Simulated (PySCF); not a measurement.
# Telling isomers of C5H3ClO2 apart by NMR

- NMR shieldings at PBE0/pcSseg-1/GIAO
- GFN2-xTB geometry
- code: PySCF
- no relativistic terms, rapidly exchanging positions averaged, single conformer, no solvent

δ = σ(ref) − σ, references computed at the same level: ¹H, ¹³C vs TMS. Where no couplings were computed, multiplicities follow the n + 1 count of equivalent neighbours, and m marks all less simple cases (inequivalent or close neighbours, rings, F or P nearby). Shifts are as computed. Against solution values, carbons near 30 ppm lie about +3 ppm off and those near 130 ppm about +5 ppm; carbons on Cl a further +6 ppm. Of 1313 compounds with measured shifts, 239 miss one by over three times the rms of a fit or turn the order of signals round; such compounds aren't used in these exercises. Carbons bonded to Cl come out too deshielded.

(1) Tabulate the signals of `O=c1ccocc1Cl`, `O=C(Cl)c1ccco1` and their relative energies.

(2) What is the quickest way to tell O=c1ccocc1Cl from O=C(Cl)c1ccco1?

Results:

(1) 
| SMILES | carbon types | δC | δH | E rel. (kcal/mol) |
| --- | --- | --- | --- | --- |
| O=c1ccocc1Cl | 2×C 3×CH | 172.3, 159.5, 157.7, 142.0, 125.3 | 8.02 (s, 1H), 7.75 (d, 1H), 6.50 (d, 1H) | 10.7 |
| O=C(Cl)c1ccco1 | 2×C 3×CH | 164.1, 154.5, 151.6, 130.2, 120.9 | 7.78 (m, 1H), 7.77 (m, 1H), 6.93 (m, 1H) | 0.0 |

Energies are electronic energies at PBE0/pcSseg-1 on these geometries, without zero-point or thermal terms, each for the one conformer computed, which needn't be the lowest.

(2) Both give the same number of carbon signals, with the same numbers of each carbon type, so the positions decide. The first has a unsaturated ring carbon (C) at 142.0 ppm, the second a substituted aromatic carbon next to the ring oxygen (C) at 151.6 ppm. Their most deshielded carbons lie at 172.3 and 164.1 ppm.
